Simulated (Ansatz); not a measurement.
Stepwise reaction of `[OH][Ti]([F])([F])[Cl]` with hydrogen chloride, as a gas-phase model of exchange steps in deposition or etching. ΔE in kJ/mol; ΔG adds harmonic PBE0-D4 terms to CCSD(T)/CBS, at 1 bar.

Program: Ansatz. Geometries: PBE0-D4/def2-TZVP. ΔE: electronic, gas phase. CCSD(T)/CBS is the MP2 limit (def2-TZVPP, def2-QZVPP) plus CCSD(T) − MP2 in def2-TZVPP, frozen cores. This one scheme is used for every species. DFT in def2-TZVPP. B3LYP here is the variant with VWN-RPA as its local correlation; programs differ in this. For Ti outer-core shells are correlated without core-valence functions, which leaves a few kJ/mol of doubt a bond. Scalar relativity is left out up to krypton. Each species was taken in one conformer, which may not be the lowest.

```
step                                                            reaction  PBE-D4  B3LYP-D4  ωB97M-V  CCSD(T)/CBS  ΔG(400 K)
   1    `[OH][Ti]([F])([F])[Cl]` + HCl → `[OH][Ti]([F])([Cl])[Cl]` + H–F    21.3      21.1     24.9         11.1       15.1
   2  `[OH][Ti]([F])([Cl])[Cl]` + HCl → `[OH][Ti]([Cl])([Cl])[Cl]` + H–F    19.6      19.5     23.8          8.1       13.2
```

Problem. By hand: ΔE of the 2 steps together at CCSD(T)/CBS.

Solution. (11.1) + (8.1) = 19.2 kJ/mol, or 9.6 kJ/mol a step.

In ΔE the steps differ by no more than 3.0 kJ/mol. All are uphill at CCSD(T)/CBS. ΔG lies between 13.2 and 15.1 kJ/mol a step. PBE-D4 differs from CCSD(T)/CBS by 10.2 to 11.5 kJ/mol a step. Only this route is followed, and other bonds may react first. Isolated molecules leave out the surface, adducts and barriers. Largest T1 diagnostic: 0.024.
